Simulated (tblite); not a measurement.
A geometry optimisation, step by step.

C₇H₁₂B (doublet state).
SMILES with atom numbers: `[BH:1][C:2]#[C:3][C@@H:4]([CH3:5])[CH:6]([CH3:7])[CH3:8]` (hydrogens: H9 on B1; H10 on C4; H11, H12, H13 on C5; H14 on C6; H15, H16, H17 on C7; H18, H19, H20 on C8)
Bond orders are those of one Lewis drawing.

Computed with GFN2-xTB (tblite), gas phase: L-BFGS steps from a force-field or distance-geometry start until the largest atomic force falls under 0.01 eV/Å. 4 of its 85 geometries are shown.

Step 0: E = -603.6258 eV, largest atomic force 5.254 eV/Å
```
atom  x, y, z in Å  |  force x, y, z in eV/Å
B1      3.928   -0.639    0.039   -2.589   0.273  -0.023
C2      2.503   -0.033    0.056    4.873  -1.963  -0.072
C3      1.407    0.426    0.090   -3.746   1.618   0.041
C4      0.037    1.006    0.103    0.557  -0.644   0.703
C5     -0.192    1.851   -1.134   -0.145   0.453  -0.933
C6     -1.059   -0.096    0.288    0.113  -0.020   0.134
C7     -1.032   -1.163   -0.818   -0.230  -0.269   0.060
C8     -0.943   -0.756    1.677   -0.217  -0.322   0.209
H9      4.067   -1.811   -0.004    0.293   0.492   0.030
H10    -0.021    1.686    0.989    0.046  -0.396  -0.347
H11    -0.025    1.262   -2.070   -0.170   0.490   0.750
H12     0.507    2.711   -1.144   -0.376  -0.487  -0.049
H13    -1.232    2.256   -1.141    0.746  -0.333  -0.038
H14    -2.043    0.404    0.249    0.270  -0.014  -0.028
H15    -0.062   -1.691   -0.834   -0.469   0.301  -0.012
H16    -1.840   -1.911   -0.624    0.655   0.556  -0.191
H17    -1.218   -0.707   -1.805    0.129  -0.267   0.452
H18    -1.795   -1.472    1.822    0.800   0.621  -0.097
H19    -0.999    0.009    2.480    0.090  -0.529  -0.511
H20     0.009   -1.321    1.777   -0.632   0.442  -0.076
```

Step 28: E = -604.1496 eV, largest atomic force 0.154 eV/Å
```
atom  x, y, z in Å  |  force x, y, z in eV/Å
B1      3.600   -0.941    0.016    0.127  -0.080   0.033
C2      2.383   -0.249    0.070   -0.010   0.010  -0.022
C3      1.315    0.387    0.082    0.017   0.016   0.002
C4      0.011    1.001    0.112   -0.014   0.046  -0.023
C5     -0.209    1.865   -1.142    0.004   0.002  -0.026
C6     -1.095   -0.071    0.299    0.029   0.031  -0.029
C7     -1.024   -1.123   -0.805   -0.002  -0.006   0.029
C8     -0.943   -0.734    1.668    0.005   0.002  -0.049
H9      4.538   -1.603    0.028   -0.080   0.077  -0.013
H10    -0.024    1.672    0.982   -0.007  -0.024   0.028
H11    -0.051    1.289   -2.050   -0.007  -0.053   0.010
H12     0.495    2.694   -1.152   -0.025   0.008   0.030
H13    -1.223    2.262   -1.156    0.027   0.008   0.028
H14    -2.068    0.433    0.254    0.031   0.003  -0.001
H15    -0.041   -1.589   -0.802   -0.013  -0.010  -0.031
H16    -1.772   -1.895   -0.640   -0.026   0.014  -0.022
H17    -1.195   -0.679   -1.784   -0.027  -0.039   0.044
H18    -1.728   -1.472    1.820   -0.003   0.025   0.024
H19    -0.996    0.003    2.469   -0.027  -0.038  -0.035
H20     0.019   -1.239    1.727    0.001   0.007   0.023
```

Step 56: E = -604.1564 eV, largest atomic force 0.030 eV/Å
```
atom  x, y, z in Å  |  force x, y, z in eV/Å
B1      3.649   -0.921    0.045   -0.019   0.002  -0.015
C2      2.417   -0.253    0.066    0.001   0.006  -0.010
C3      1.332    0.355    0.069   -0.003  -0.010   0.006
C4      0.032    0.979    0.105    0.016   0.021  -0.011
C5     -0.194    1.857   -1.137   -0.007  -0.002  -0.006
C6     -1.095   -0.071    0.291    0.017   0.005  -0.006
C7     -1.067   -1.129   -0.808   -0.001  -0.005  -0.008
C8     -0.961   -0.732    1.661    0.004  -0.004   0.011
H9      4.627   -1.517    0.028   -0.008   0.020   0.010
H10     0.010    1.638    0.985   -0.004  -0.004   0.009
H11    -0.072    1.279   -2.050    0.014  -0.006   0.010
H12     0.523    2.676   -1.154   -0.001  -0.030   0.001
H13    -1.198    2.276   -1.120    0.005   0.010   0.002
H14    -2.054    0.461    0.249    0.008  -0.011  -0.001
H15    -0.093   -1.614   -0.837    0.005   0.001   0.004
H16    -1.824   -1.888   -0.619   -0.013   0.000   0.004
H17    -1.265   -0.692   -1.783    0.000   0.011  -0.006
H18    -1.738   -1.478    1.803   -0.017  -0.004   0.002
H19    -1.043    0.005    2.457   -0.008   0.013   0.012
H20     0.007   -1.221    1.746    0.013  -0.013  -0.009
```

Step 84: E = -604.1585 eV, largest atomic force 0.010 eV/Å
```
atom  x, y, z in Å  |  force x, y, z in eV/Å
B1      3.680   -0.877    0.030   -0.003   0.004   0.004
C2      2.432   -0.240    0.059   -0.001  -0.004  -0.007
C3      1.326    0.327    0.085   -0.001  -0.002   0.007
C4      0.032    0.964    0.112    0.009   0.000  -0.001
C5     -0.167    1.835   -1.138    0.000   0.001   0.002
C6     -1.107   -0.072    0.296    0.003   0.008   0.003
C7     -1.099   -1.125   -0.808    0.004   0.001   0.004
C8     -0.979   -0.741    1.663   -0.002  -0.003   0.002
H9      4.691   -1.413    0.013    0.000   0.001  -0.003
H10     0.012    1.627    0.990   -0.001  -0.003  -0.006
H11    -0.077    1.239   -2.042    0.003   0.004   0.000
H12     0.588    2.618   -1.171    0.003   0.000   0.001
H13    -1.151    2.301   -1.120   -0.006  -0.006   0.000
H14    -2.058    0.472    0.259   -0.006   0.001  -0.001
H15    -0.136   -1.631   -0.837    0.007  -0.002   0.001
H16    -1.873   -1.867   -0.625   -0.002   0.002  -0.001
H17    -1.284   -0.678   -1.781   -0.005  -0.004   0.001
H18    -1.773   -1.470    1.807   -0.010  -0.001   0.000
H19    -1.042   -0.005    2.463    0.002   0.001   0.000
H20    -0.022   -1.253    1.742    0.004   0.001  -0.006
```

**Question.** Summarise the path.

**Answer.** The energy falls by 51.39 kJ/mol from step 0 to step 84; nine tenths of that is first reached at step 12. It rises by more than 0.2 meV at step 1. The largest force goes from 5.254 to 0.010 eV/Å. Among the bonds B1–C2 changes most, from 1.548 to 1.402 Å; the atoms move by 0.201 Å rms after alignment.

What follows is the cost of the whole relaxation. Hardware: one thread, Arm Neoverse V1 (aarch64), shared host. Cost: 0.6 s wall.
